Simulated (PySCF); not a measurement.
## Radial density of Zn⁺ (zinc, charge +1)

M06-2X, [Ar] 3d10 4s1, 2S determinant. All numbers are calculated (PySCF 2.14, no relativity, point nucleus, in def2-SVP).

```json
{"r (bohr)": "0.000940", "4πr²ρ (e/bohr)": "0.1901", "4πr²(ρα − ρβ)": "0.0001"}
{"r (bohr)": "0.00158", "4πr²ρ (e/bohr)": "0.5251", "4πr²(ρα − ρβ)": "0.0002"}
{"r (bohr)": "0.00266", "4πr²ρ (e/bohr)": "1.402", "4πr²(ρα − ρβ)": "0.0006"}
{"r (bohr)": "0.00447", "4πr²ρ (e/bohr)": "3.539", "4πr²(ρα − ρβ)": "0.0015"}
{"r (bohr)": "0.00753", "4πr²ρ (e/bohr)": "8.365", "4πr²(ρα − ρβ)": "0.0034"}
{"r (bohr)": "0.0127", "4πr²ρ (e/bohr)": "17.39", "4πr²(ρα − ρβ)": "0.0068"}
{"r (bohr)": "0.0213", "4πr²ρ (e/bohr)": "29.59", "4πr²(ρα − ρβ)": "0.0101"}
{"r (bohr)": "0.0358", "4πr²ρ (e/bohr)": "36.31", "4πr²(ρα − ρβ)": "0.0083"}
{"r (bohr)": "0.0602", "4πr²ρ (e/bohr)": "30.77", "4πr²(ρα − ρβ)": "0.0004"}
{"r (bohr)": "0.101", "4πr²ρ (e/bohr)": "32.30", "4πr²(ρα − ρβ)": "0.0118"}
{"r (bohr)": "0.170", "4πr²ρ (e/bohr)": "41.59", "4πr²(ρα − ρβ)": "0.0290"}
{"r (bohr)": "0.287", "4πr²ρ (e/bohr)": "23.40", "4πr²(ρα − ρβ)": "0.0017"}
{"r (bohr)": "0.482", "4πr²ρ (e/bohr)": "22.93", "4πr²(ρα − ρβ)": "0.0842"}
{"r (bohr)": "0.811", "4πr²ρ (e/bohr)": "18.44", "4πr²(ρα − ρβ)": "0.0034"}
{"r (bohr)": "1.36", "4πr²ρ (e/bohr)": "4.455", "4πr²(ρα − ρβ)": "0.2166"}
{"r (bohr)": "2.30", "4πr²ρ (e/bohr)": "0.8769", "4πr²(ρα − ρβ)": "0.4438"}
{"r (bohr)": "3.86", "4πr²ρ (e/bohr)": "0.1431", "4πr²(ρα − ρβ)": "0.1427"}
{"r (bohr)": "6.49", "4πr²ρ (e/bohr)": "0.001684", "4πr²(ρα − ρβ)": "0.0017"}
```
